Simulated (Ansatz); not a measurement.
Reaction (cleavage of the Si–B bond): `CB([SiH3])[SiH3]` + `O[Si]Br` → `[SiH3]O[Si]Br` + `CB[SiH3]`

Program: Ansatz. Geometries: PBE0-D4/def2-TZVP. ΔE: electronic, gas phase. CCSD(T)/CBS adds triple-zeta CCSD(T) − MP2 to the extrapolated MP2 energy (def2 sets, frozen cores). Functionals use def2-TZVPP. For Br outer-core shells are correlated without core-valence functions, which leaves a few kJ/mol of doubt a bond. Scalar relativity is left out up to krypton. One conformer a species, not always the lowest.

```
             level  ΔE (kcal/mol)
            B97M-V          -24.4
          BHLYP-D4          -29.3
            B2PLYP          -27.5
              PBE0          -22.4
           LC-ωPBE          -24.1
     CCSD/def2-SVP          -25.1
  CCSD(T)/def2-SVP          -24.4
SCS-MP2/def2-QZVPP          -29.3
```

Q: What does CCSD(T)/CBS give? (Best estimate.)

A: The calculation gave: -26.4 kcal/mol. The listed levels differ from it by 2.0, -2.9, -1.1, 4.0, 2.3, 1.3, 2.0, -2.9 kcal/mol.

Largest T1 diagnostic among the species: 0.013.

At CCSD(T), def2-SVP lies +1.9 kcal/mol from the extrapolated value and def2-TZVPP +0.1 kcal/mol. Leaving LDA and LC-ωPBE aside and taking each functional with its dispersion term where it has one, the values, not all of them listed here, spread over 9.1 kcal/mol, from BHLYP-D4 to PBE-D4.
